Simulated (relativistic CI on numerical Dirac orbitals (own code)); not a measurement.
**H I: calculation against measurement**

Computed by Dirac equation for one electron, model QED (radiative potential, 1s self-energy scaled to tabulated hydrogen-like ionisation energies) (own radial code, finite nucleus).

Configurations in the expansion: 1s, 2p, 2s, 3p, 3s, 3d, 4p, 4s, 4d, 4f, 5p, 5s, 5d, 5f, 5g, 6s, 6p, 6d. Levels of other configurations are missing.

```csv
Configuration,Term (tabulated),J,Measured (cm⁻¹),Computed,Error,Purity (%)
1s,2S,1/2,0.0,0,0,100
2p,2P°,1/2,82258.9,82259,0,100
2s,2S,1/2,82259.0,82259,0,100
2p,2P°,3/2,82259.3,82259,0,100
3p,2P°,1/2,97492.2,97492,0,100
3s,2S,1/2,97492.2,97492,0,100
3d,2D,3/2,97492.3,97492,0,100
3p,2P°,3/2,97492.3,97492,0,100
3d,2D,5/2,97492.4,97492,0,100
4p,2P°,1/2,102823.8,102824,0,100
4s,2S,1/2,102823.9,102824,0,100
4d,2D,3/2,102823.9,102824,0,100
4p,2P°,3/2,102823.9,102824,0,100
4d,2D,5/2,102823.9,102824,0,100
4f,2F°,5/2,102823.9,102824,0,100
4f,2F°,7/2,102823.9,102824,0,100
5p,2P°,1/2,105291.6,105292,0,100
5s,2S,1/2,105291.6,105292,0,100
5d,2D,3/2,105291.7,105292,0,100
5p,2P°,3/2,105291.7,105292,0,100
5f,2F°,5/2,105291.7,105292,0,100
5d,2D,5/2,105291.7,105292,0,100
5f,2F°,7/2,105291.7,105292,0,100
5g,2G,7/2,105291.7,105292,0,100
5g,2G,9/2,105291.7,105292,0,100
```

Measured levels from NIST Handbook of Basic Atomic Spectroscopic Data (Sansonetti and Martin, J. Phys. Chem. Ref. Data 34, 1559 (2005)); pairs were made by configuration, J and term (by order where the table uses no LS term), so strongly mixed levels may be paired wrongly.

Mean error by configuration (cm⁻¹): 2p 0; 2s 0; 3p 0; 3s 0; 3d 0; 4p 0; 4s 0; 4d 0; 4f 0; 5p 0; 5s 0; 5d 0; 5f 0; 5g 0. Over the excited levels the mean absolute error is 0 cm⁻¹ (24 of the 24 excited levels that our extract of the source holds in range could be paired), and the median relative error of those above 1,000 cm⁻¹ is 0.0001 %.
